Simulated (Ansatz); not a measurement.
```yaml
crystal:
  periodic: [false, false, false]
  atoms:
    - {symbol: N, position_ang: [-0.715896, 1.156715, 0.497790]}
    - {symbol: W, position_ang: [0.488026, -0.170892, -0.216573]}
    - {symbol: O, position_ang: [1.666667, -0.460045, 0.972042]}
    - {symbol: O, position_ang: [-0.435999, -1.768798, -0.600313]}
    - {symbol: S, position_ang: [1.350063, 0.599280, -2.018975]}
    - {symbol: H, position_ang: [-1.189502, 1.850935, -0.060170]}
    - {symbol: H, position_ang: [-0.792254, 1.351385, 1.484946]}
    - {symbol: H, position_ang: [-0.371104, -2.558569, -0.058738]}
basis:
  gaussian: {orbitals: def2-mTZVPP, fitting: {mean_field: cc-pVTZ-jkfit}}
hamiltonian: {xc: {name: LC-wPBE}}
output: {forces: true}
```

```sh
$ ansatz run in.yaml --threads 4 --pin off --events-out ev --progress --plain --max-ram 10444MiB
```

(1) How does Ansatz answer? (Estimate.)

Answers

(1) Ansatz gave: The program refused the input.
```
Functional definition: LC-wPBE
Error: <dir> the basis set cc-pVTZ-JKFIT has no functions for W
```
